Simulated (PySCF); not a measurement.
# A PySCF run on LiZn

State: ²Σ⁺ (doublet), unpaired electrons σ ↑.

An equivalent input (the run itself took its basis sets from the Basis Set Exchange, started from a PBE0 density and held the occupation σ 9α 8β, πx 3α 3β, πy 3α 3β, δx 1α 1β, δy 1α 1β):

```python
from pyscf import gto, dft
mol = gto.M(atom='Li 0 0 0; Zn 0 0 2.897', basis={'Li': 'def2-SVPD', 'Zn': 'def2-SVPD'},
            charge=0, spin=1, verbose=4, symmetry='C2v')
mf = dft.UKS(mol, xc='PBE0')
mf.grids.atom_grid = (80, 434)
mf.grids.prune = dft.gen_grid.treutler_prune
mf.irrep_nelec = {'A1': (10, 9), 'A2': (1, 1), 'B1': (3, 3), 'B2': (3, 3)}
mf.conv_tol = 1e-9
mf.max_cycle = 60
mf.diis_space = 10
mf.kernel()
```

The log (some set-up lines and the per-cycle HOMO/LUMO lines removed):

```
******** <class 'pyscf.dft.uks_symm.SymAdaptedUKS'> ********
method = SymAdaptedUKS
damping factor = 0
level_shift factor = 0
DIIS = <class 'pyscf.scf.diis.CDIIS'>
diis_start_cycle = 1
diis_space = 10
diis_damp = 0
SCF conv_tol = 1e-09
SCF conv_tol_grad = None
SCF max_cycles = 60
number electrons alpha = 17  beta = 16
Set gradient conv threshold to 3.16228e-05
init E= -1786.3493520521
cycle= 1 E= -1786.34967305179  delta_E= -0.000321  |g|= 0.00037  |ddm|= 0.0053
cycle= 2 E= -1786.34967318717  delta_E= -1.35e-07  |g|= 0.000469  |ddm|= 0.00221
cycle= 3 E= -1786.3496732564  delta_E= -6.92e-08  |g|= 7.14e-05  |ddm|= 0.000537
cycle= 4 E= -1786.34967326524  delta_E= -8.84e-09  |g|= 2.6e-05  |ddm|= 0.000267
cycle= 5 E= -1786.34967327008  delta_E= -4.84e-09  |g|= 8.89e-06  |ddm|= 0.000278
cycle= 6 E= -1786.34967327066  delta_E= -5.77e-10  |g|= 2.56e-06  |ddm|= 9.88e-05
Extra cycle  E= -1786.34967327068  delta_E= -2.05e-11  |g|= 2.02e-06  |ddm|= 1.22e-05
converged SCF energy = -1786.34967327068  <S^2> = 0.75535805  2S+1 = 2.0053509
```

Repeating this along the bond gives Re = 2.885 Å and ωe = 188 cm⁻¹.

A point of this curve took 0.91 CPU seconds beside 0.16 for the integrals, on Arm Neoverse V2 (shared host).

The state was picked by a PBE0 search and need not be the measured ground state.
